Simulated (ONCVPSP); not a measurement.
**phosphorus (P): one change to an ONCV potential, before and after**

- Element: P
- Generator: ONCVPSP 4.0.1
- Type: optimised norm-conserving Vanderbilt (ONCV)
- Functional: PBEsol
- Relativity: scalar-relativistic
- Frozen core: [Ne]
- Valence charge: 5
- Reference configuration: 3s2 3p3
- Partial waves: 3s: rc 1.45 bohr, ncon 4, nbas 9, qcut 5.2 1/bohr, local; 3p: rc 1.45 bohr, ncon 4, nbas 8, qcut 6.4 1/bohr, 2 projectors, debl 1.3 Ha; d scattering state at 0.04 Ha: rc 1.55 bohr, ncon 3, nbas 6, qcut 6.3 1/bohr, 2 projectors, debl 3.3 Ha
- Local potential: the s channel
- Core correction: polynomial model core, fcfact 0.35

Change: all radii but the core radius scaled by about 1.16 (s 1.68, p 1.68, d 1.80 bohr).

Cutoffs: the cutoffs (Ha) at which the residual kinetic energy of the hardest occupied pseudo-wave falls to 1 and 0.1 mHa per electron; they do not see the model core or the augmentation charge, which bear on the density cutoff. Errors are all-electron minus pseudo energies relative to the spin-unpolarised reference configuration.

Task: Predict the effect on cutoff, ghosts and configuration errors.

Result: The potential gets neither clearly harder nor softer (11 Ha and 13 Ha → 10 Ha and 13 Ha); the s channel sets the loose cutoff, while the largest relative change is in p, which becomes harder; of the 4 tests that both files solve, the error grows in 3 and shrinks in 0 by more than 15 % and 0.3 meV (median size 35.9 → 43.8 meV); neither file shows a bound ghost. More of the atom is replaced by a form fitted at one configuration, so other configurations suffer.

| quantity | base | changed |
| --- | --- | --- |
| cutoff, loose | 11 Ha | 10 Ha |
| cutoff, tight | 13 Ha | 13 Ha |
| loose cutoff by channel | s 11 Ha, p 4.5 Ha | s 10 Ha, p 6.2 Ha |
| bound ghosts | none | none |
| GHOST(+) flags under 300 eV | none | none |
| error for 3s2 3p2, meV [ΔE 9.70 eV] | +1.3 | +1.6 |
| error for 3s2 3p1, meV [ΔE 28.81 eV] | +14 | +17 |
| error for 3s2 3p0, meV [ΔE 58.52 eV] | +58 | +71 |
| error for 3s1 3p0, meV [ΔE 110.43 eV] | +149 | +168 |
| rms error of d²Exc/dni dnj with the model core, mHa | 0.39 | 0.38 |

Base: The cutoffs count occupied waves only; projector 2 of the p channel, the hardest unoccupied one, needs 48 Ha at the loose tolerance. Changed file: The cutoffs count occupied waves only; projector 2 of the d channel, the hardest unoccupied one, needs 30 Ha at the loose tolerance.
